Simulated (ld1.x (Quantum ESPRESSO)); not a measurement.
**Which change was made? (Ru, TM semilocal)**

* Element: Ru
* Generator: ld1.x (Quantum ESPRESSO) 7.5
* Type: norm-conserving Troullier–Martins (semilocal form)
* Functional: PBE
* Relativity: scalar-relativistic
* Frozen core: [Kr]
* Valence charge: 8
* Reference configuration: 4d7 5s1 5p0
* Partial waves: 5s (bound): rc 2.45 bohr; 5p (bound, empty): rc 4.00 bohr; 4d (bound): rc 1.95 bohr
* Local potential: the d channel
* Core correction: none

Cutoffs, loose and tight: the cutoffs (Ry, on a coarse ladder) from which the occupation-weighted sum of valence levels, in a spherical-Bessel basis at the reference potential, stays within 10 and 1 mRy of its value at 400 Ry. They do not see the model core or the augmentation charge, which bear on the density cutoff. Test errors are all-electron minus pseudo excitation energies from the reference, over the configurations 4d7 5s0 5p0; 4d6 5s0 5p0; 4d5 5s0 5p0; 4d6 5s2 5p0; 4d7 5s0 5p1; 4d7 5s0.5 5p0; 4d6 5s1 5p0; variants that change the core or the reference have their own tests.

The base gives: outcome: generated; cutoff, loose: 45 Ry; cutoff, tight: 55 Ry; bound ghosts: none; largest test error (meV): +52.

Problem. After one change the result is: outcome: generated; cutoff, loose: 40 Ry; cutoff, tight: 45 Ry; bound ghosts: none; largest test error (meV): -51. Which change was it?
A. form changed from semilocal to separable (Kleinman–Bylander), still TM; local potential the p channel
B. functional PBEsol
C. all radii scaled by about 1.15 (s 2.82, p 4.62, d 2.24 bohr)
D. all radii scaled by about 0.75 (s 1.82, p 2.98, d 1.46 bohr)

Solution. C. The others give: form changed from semilocal to separable (Kleinman–Bylander), still TM; local potential the p channel → outcome: generated; cutoff, loose: 45 Ry; cutoff, tight: 55 Ry; bound ghosts: none; largest test error (meV): -610 | all radii scaled by about 0.75 (s 1.82, p 2.98, d 1.46 bohr) → outcome: generated; cutoff, loose: 55 Ry; cutoff, tight: 70 Ry; bound ghosts: none; largest test error (meV): +118 | functional PBEsol → outcome: generated; cutoff, loose: 45 Ry; cutoff, tight: 55 Ry; bound ghosts: none; largest test error (meV): -78. In the semilocal form every listed channel keeps its own potential, so the choice of the local channel does not act on these tests. It acts once the file is put into the separable form.
